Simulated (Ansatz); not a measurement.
`C[O][SnH]([CH3])[NH2]` + `N[SiH](N)[SiH3]` → `CN[SiH](N)[SiH3]` + `C[O][SnH2][NH2]`  (substitution at a C–Sn bond)

Program: Ansatz. Geometries: PBE0-D4/def2-TZVP. ΔE: electronic, gas phase. CBS: MP2 limit from def2 TZ/QZ plus the TZ coupled-cluster correction, frozen cores. DFT in def2-TZVPP. B3LYP here is the variant with VWN-RPA as its local correlation; programs differ in this. Elements past krypton have def2 core potentials. For Sn outer-core shells are correlated without core-valence functions, which leaves a few kJ/mol of doubt a bond. Each species was taken in one conformer, which may not be the lowest.

```
             level  ΔE (eV)
           ωB97X-V     0.72
            B2PLYP     0.77
             B3LYP     0.73
     HF/def2-TZVPP     0.68
    MP2/def2-TZVPP     0.85
     HF/def2-QZVPP     0.68
    MP2/def2-QZVPP     0.88
SCS-MP2/def2-QZVPP     0.82
```

Q: What does CCSD(T)/CBS give? (Best estimate.)

A: The calculation gave: +0.83 eV. The listed levels differ from it by -0.11, -0.06, -0.10, -0.15, 0.02, -0.15, 0.05, -0.01 eV.

Largest T1 diagnostic among the species: 0.013.

In def2-TZVPP, CCSD(T) changes the Hartree–Fock value by +0.10 eV (the triples alone add +0.01 eV) and MP2 by +0.17 eV.
